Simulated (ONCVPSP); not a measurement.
**Logarithmic derivatives: lanthanum, ONCV**

ONCVPSP 4.0.1 input, shortened (lines: element, Z, core and valence counts, functional; n l f; lmax; l rc ep ncon nbas qcut; lloc lpopt rc5 dvloc0; l nproj debl; icmod fcfact rcfact), PBE, scalar-relativistic:

```
  La 57.00    9    5        4      upf
    1    0    2.00
    2    0    2.00
    2    1    6.00
    3    0    2.00
    3    1    6.00
    3    2   10.00
    4    0    2.00
    4    1    6.00
    4    2   10.00
    5    0    2.00
    5    1    6.00
    5    2    1.00
    6    0    1.50
    6    1    0.50
    3
    0    2.85    0.00    5    9    3.80
    1    3.45    0.00    3    6    3.10
    2    4.00    0.00    4    9    4.30
    3    3.00    0.06    4    7    4.10
    4    5    2.40    3.00
    0    2    1.20
    1    2    3.60
    2    2    0.90
    3    1    0.80
    1    0.55    0.00
```

In the f channel the program set the typed energies aside and used -0.180 Ha.

The phase is arctan(r·R′/R) of the radial function R(r), unwrapped; energies in Ha, scanned from -3 to 5 Ha. A pole is an energy at which the radial function vanishes at the test radius. The pseudo phase is shifted by a multiple of π to meet the all-electron one at the reference energy, and phase errors are pseudo minus all-electron; the curves can meet again beyond the range given. Levels narrower than the energy grid can be missing from the lists of poles.

Q: For each channel, where are the poles, and over which energies does the pseudopotential scatter like the atom?

A:

| channel | radius (bohr) | reference energy (Ha) | poles, all-electron | poles, pseudo | unbroken range about the reference energy with phases within 0.05 rad | phase error 1 Ha above the reference energy (rad) |
| --- | --- | --- | --- | --- | --- | --- |
| s | 2.89 | -0.15 | -1.38, 1.69 | -1.38, 1.66, 4.88 | below 2.7 | -0.002 |
| p | 3.50 | -0.06 | -0.80, 1.17, 4.09 | -0.80, 1.18, 3.99 | below 2.3 | +0.001 |
| d | 4.07 | -0.13 | -0.02, 1.31, 3.46 | -0.02, 1.31, 3.55 | below 2.1 | +0.000 |
| f | 3.05 | -0.18 | -0.15, 1.54, 4.33 | -0.15, 3.38 | -0.2 to -0.1 | +1.016 |

Phases in the d channel:

| E (Ha) | all-electron | pseudo |
| --- | --- | --- |
| -2.98 | 1.457 | 1.457 |
| -2.76 | 1.452 | 1.452 |
| -2.54 | 1.446 | 1.446 |
| -2.32 | 1.439 | 1.439 |
| -2.10 | 1.431 | 1.431 |
| -1.88 | 1.422 | 1.422 |
| -1.66 | 1.410 | 1.410 |
| -1.44 | 1.395 | 1.395 |
| -1.22 | 1.376 | 1.376 |
| -1.00 | 1.348 | 1.348 |
| -0.78 | 1.304 | 1.304 |
| -0.56 | 1.218 | 1.218 |
| -0.34 | 0.925 | 0.925 |
| -0.12 | -1.252 | -1.252 |
| 0.10 | -1.755 | -1.755 |
| 0.32 | -2.211 | -2.211 |
| 0.54 | -3.894 | -3.893 |
| 0.76 | -4.454 | -4.454 |
| 0.98 | -4.604 | -4.603 |
| 1.20 | -4.681 | -4.681 |
| 1.42 | -4.740 | -4.739 |
| 1.64 | -4.803 | -4.801 |
| 1.86 | -4.905 | -4.897 |
| 2.08 | -5.238 | -5.178 |
| 2.30 | -7.135 | -6.953 |
| 2.52 | -7.620 | -7.588 |
| 2.74 | -7.732 | -7.716 |
| 2.96 | -7.785 | -7.774 |
| 3.18 | -7.820 | -7.810 |
| 3.40 | -7.847 | -7.837 |
| 3.62 | -7.872 | -7.861 |
| 3.84 | -7.900 | -7.885 |
| 4.06 | -7.935 | -7.913 |
| 4.28 | -7.994 | -7.952 |
| 4.50 | -8.137 | -8.024 |
| 4.72 | -9.139 | -8.238 |
| 4.94 | -10.650 | -9.947 |
